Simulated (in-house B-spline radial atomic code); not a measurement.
Atomic self-consistent-field run: Sr+ (an excited or competing configuration). All numbers are computed (scalar-relativistic (X2C) CAM-B3LYP, spin-polarised, spherical fractional occupations; Fermi nucleus of rms radius 4.224 fm) with a radial B-spline atomic code at the basis-set limit, not measured.

In the input, 3d5,1 would mean five up and one down electron.

Command:
```bash
python run_scf.py task.json out
```
Settings (nuclear radius in fm, mass in u):
```
Z                38
configuration    1s2 2s2 2p6 3s2 3p3,2 3d10 4s2 4p6 5s0,1 5d0,1
hamiltonian      x2c
method           camb3lyp
spin_polarised   True
nucleus          fermi
rms_radius       4.224
atomic_mass      87.90561
speed_of_light   137.035999084
```

Output (hartree, bohr):
```
 radial grid: 82 intervals, B-splines of order 8, outer radius 60 bohr

 iter        energy (Eh)    residual
    1       -3166.120792    4.17e-01
    2       -3168.021998    2.15e-01
    3       -3168.952674    3.45e-02
    4       -3168.984819    1.03e-02
    5       -3168.986931    3.24e-03
    6       -3168.987198    1.12e-03
    7       -3168.987212    9.04e-05
    8       -3168.987212    1.52e-05
    9       -3168.987212    1.40e-06
   10       -3168.987212    1.69e-07

 total energy                     -3168.98721
 kinetic                            3264.3357
 electron-nucleus                  -7611.4083
 Hartree                            1282.3310
 exact exchange                      -22.1769
 exchange-correlation                -82.0687

 orbital      occ     eigenvalue          <r>       <r^2>       <1/r>       r_max
 1s up      1.000      -588.6843    0.0387051  0.00203034     40.0648     0.02501
 1s down    1.000      -588.6417    0.0387029  0.00203011     40.0667       0.025
 2s up      1.000       -81.4875     0.171988   0.0349395     8.89941       0.145
 2s down    1.000       -81.4600      0.17196   0.0349236     8.89942       0.145
 2p up      3.000       -72.5871     0.150101   0.0275698     8.52223      0.1158
 2p down    3.000       -72.5390     0.150129   0.0275775     8.52016      0.1158
 3s up      1.000       -13.9017     0.487353    0.272446     2.98289       0.434
 3s down    1.000       -13.7624     0.488061    0.273309     2.97777      0.4341
 3p up      3.000       -10.9961     0.492157    0.282339     2.80272      0.4283
 3p down    2.000       -10.7394     0.493604    0.284158     2.79514      0.4288
 3d up      5.000        -6.1903     0.486211    0.286139      2.5523       0.373
 3d down    5.000        -6.1000     0.487339     0.28785     2.54966      0.3726
 4s up      1.000        -2.3650      1.29532     1.90162     1.04665       1.151
 4s down    1.000        -2.3615      1.29721     1.90681     1.04518       1.153
 4p up      3.000        -1.5969      1.45298     2.41567    0.917124        1.26
 4p down    3.000        -1.5942      1.46153     2.44655    0.912965       1.265
 5s down    1.000        -0.5266      3.36612     12.7127    0.383782       3.032
 5d down    1.000        -0.1122      7.24974     59.7955    0.181413       6.463
```

Time taken, with all properties: 1.3 s on 1 thread of Arm Neoverse V1, with other jobs on the host.

Caution: exact exchange at fractional occupations of open shells leaves self-interaction of up to several eV.

One-electron X2C: radii and densities carry no picture-change correction, so inner-shell <1/r> comes out high (for 1s by about 2 % at Z = 33, 5 % at 54, 10 % at 75, 30 % at 118) and <r> low.
